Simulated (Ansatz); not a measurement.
Ge12Mo, relaxed as a singlet with RKS PBE-D4/def2-SVP in Ansatz, starting from the GFN1-xTB geometry. Force threshold 0.03 eV/Å.

In the def2 sets Mo takes a core potential; there is no spin–orbit coupling. Single mean-field runs in def2-SVP are fitted with def2-universal-jkfit. The restricted singlet is unstable towards broken spin symmetry in Hartree–Fock (as tested in another run); at PBE-D4/def2-SVP this wasn't settled. Another isomer (singlet) lies 1.35 eV lower at PBE0-D4/def2-TZVP; other spin states weren't run for this one.

Start:

| atom | x (Å) | y (Å) | z (Å) |
| --- | --- | --- | --- |
| Mo1 | 0.1082 | 0.1974 | -0.1388 |
| Ge2 | -0.0175 | 0.0725 | 2.5210 |
| Ge3 | -0.9195 | -2.0442 | 1.6532 |
| Ge4 | 0.7025 | 2.3523 | 1.8395 |
| Ge5 | 1.4664 | -1.6636 | 1.1969 |
| Ge6 | 1.3603 | -1.6048 | -1.5178 |
| Ge7 | -2.0185 | -1.3600 | -0.4462 |
| Ge8 | -0.7619 | 1.1583 | -2.3865 |
| Ge9 | 2.0532 | 1.8158 | -0.1007 |
| Ge10 | 3.0268 | -0.3972 | -0.2653 |
| Ge11 | -0.8083 | -1.2770 | -2.5506 |
| Ge12 | -1.5181 | 1.8111 | 1.0724 |
| Ge13 | -2.6737 | 0.9393 | -0.8770 |

| step | energy (eV) | largest force component (eV/Å) | SCF passes |
| --- | --- | --- | --- |
| 1 | -679900.7048 | 1.073 | 38 |
| 2 | -679901.2121 | 0.241 | 32 |
| 3 | -679901.2528 | 0.266 | 28 |
| 4 | -679901.2652 | 0.112 | 27 |
| 5 | -679901.2667 | 0.032 | 22 |
| 6 | -679901.2672 | 0.011 | 23 |

Force components are those of the run's own axes.

End:

```xyz
13

Mo    0.1192    0.1840   -0.1087
Ge    0.0743    0.0535    2.6483
Ge   -0.9375   -2.0628    1.6628
Ge    0.6779    2.4232    1.9144
Ge    1.5573   -1.6867    1.3254
Ge    1.3402   -1.6595   -1.5573
Ge   -2.0595   -1.3780   -0.4742
Ge   -0.6579    1.2567   -2.3889
Ge    1.9903    1.8486   -0.2193
Ge    3.1152   -0.4600   -0.2829
Ge   -0.8456   -1.3158   -2.6698
Ge   -1.5900    1.8153    1.0767
Ge   -2.7841    0.9816   -0.9265
```

By distances, no bond broke or formed. The bond that changes most is Ge5–Ge6, from 2.72 to 2.89 Å (atoms count from 1).

No frequencies were taken in this run, so the end may be a saddle point.

It took 23 s on 2 threads of AMD EPYC 7R13 on a shared host and a share (18 GiB) of an NVIDIA H100 80GB HBM3, peak host memory 1 GiB.
